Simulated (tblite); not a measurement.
Compound: C₁₃H₁₂.
Structure used (GFN2-xTB), in Å, numbered top down from 1:
```xyz
25
C13H12 angstrom
C     -2.9529    1.6079    0.9220
C     -2.6297    0.9452   -0.1851
C     -1.5914   -0.0441   -0.2969
C     -1.1596   -0.6538   -1.4103
C     -0.0051   -1.5568   -1.0356
C     -0.4810   -1.9973    0.3615
C     -0.7141   -0.5539    0.8445
C      0.6535    0.0220    0.5509
C      1.4191    0.9708    1.1806
C      2.6566    1.2869    0.6219
C      3.0948    0.6686   -0.5331
C      2.3120   -0.2895   -1.1757
C      1.0974   -0.6031   -0.6202
H     -3.7427    2.3394    0.9302
H     -2.4396    1.4529    1.8554
H     -3.1682    1.1429   -1.1043
H     -1.5016   -0.5052   -2.4176
H      0.2651   -2.3250   -1.7547
H      0.2850   -2.5224    0.9321
H     -1.3945   -2.5911    0.3333
H     -1.0947   -0.4165    1.8517
H      1.0835    1.4581    2.0845
H      3.2803    2.0278    1.1003
H      4.0576    0.9300   -0.9471
H      2.6593   -0.7698   -2.0788
```

Computed values, GFN2-xTB/tblite, gas phase, harmonic and unscaled. Against measured fundamentals such values can be off by several per cent, at times by over 20. One conformer, not necessarily the lowest.

Harmonic wavenumbers (cm⁻¹): 61.3, 109.9, 134.5, 195.2, 228.5, 339.1, 352.9, 402.3, 441.6, 471.5, 495.6, 536.0, 550.1, 566.9, 633.0, 694.7, 710.3, 743.7, 773.8, 787.8, 826.4, 857.2, 878.8, 881.6, 902.8, 909.1, 925.7, 965.8, 978.6, 998.0, 1004.9, 1013.1, 1019.6, 1056.2, 1072.3, 1108.9, 1134.3, 1159.0, 1171.7, 1181.1, 1182.9, 1200.3, 1217.9, 1232.1, 1260.3, 1270.6, 1291.5, 1303.4, 1367.9, 1413.5, 1440.3, 1454.7, 1484.0, 1612.5, 1619.2, 1629.1, 1662.5, 2991.2, 2996.8, 3022.6, 3032.3, 3044.6, 3072.1, 3075.4, 3082.1, 3091.3, 3110.1, 3133.2, 3138.2.

A = 1484, B = 708.1, C = 579.9 MHz; mass 168.094 u (most abundant isotopes); point group C1, symmetry number 1.

Problem. What is the zero-point energy?

Solution. ½Σν̃ = 44853 cm⁻¹ = 536.56 kJ/mol.

Problem. What is S at 400 K and 1 bar for an ideal gas of classical rigid rotors and harmonic oscillators?

Solution. Translation 178.88, rotation 131.89, vibration 162.34: S = 473.1 J/(mol K).

Problem. And Cp and H(400 K) − H(0)?

Solution. Cp = 250.80 J/(mol K), of which vibrations give 217.54 (their classical limit is 69 R = 573.7); H(400 K) − H(0) = 51.07 kJ/mol without the zero-point energy, 37.77 from vibrations.

Problem. Blend soft modes into free rotors: weight 1/[1 + (100 cm⁻¹/ν̃)⁴] for the oscillator and the rest for a rotor with moment μB/(μ + B), μ = h/(8π²ν), B = 10⁻⁴⁴ kg m². What vibrational entropy results?

Solution. 155.38 J/(mol K) in place of 162.34, which changes −T·S at 400 K by +2.78 kJ/mol.

Problem. What must be added to the electronic energy to get the Gibbs energy at 400 K and 1 bar?

Solution. ZPE + [H(400 K) − H(0)] − T·S = 536.56 + 51.07 − 189.24 = 398.39 kJ/mol.

Hindered rotation and anharmonicity are outside this model. Other conformers, if any are populated, would add a mixing term that is left out. The structure is chiral; the term R ln 2 for an equal mix with its mirror image is left out.

Time: 1.2 s wall, 2.4 s CPU. Hardware: 2 threads of an AMD EPYC 9R45, shared host with 96 logical CPUs at a one-minute load of 80. The figure is for the frequency step alone.
